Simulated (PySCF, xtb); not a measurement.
C₅H₄F₂O, SMILES C#C[C@@H]1COC1(F)F.

Harmonic wavenumbers (cm⁻¹) from GFN2-xTB in xtb at its own minimum, in rising order: 76, 116, 183, 277, 365, 419, 451, 484, 565, 652, 673, 686, 818, 912, 1012, 1040, 1057, 1085, 1105, 1118, 1146, 1191, 1237, 1286, 1453, 2290, 2973, 2984, 2987, 3401.

What does PBE-D3(BJ)/def2-SVP (PySCF) give at its own minimum? (Estimate from the structure and the level; the computed values follow.)

76, 129, 188, 294, 378, 455, 489, 517, 623, 648, 661, 695, 790, 890, 977, 1027, 1075, 1101, 1110, 1125, 1204, 1230, 1288, 1332, 1451, 2176, 2997, 3021, 3068, 3407. Paired by order, the mean absolute difference is 28 cm⁻¹ and the zero-point energies are 48.7 and 49.2 kcal/mol.
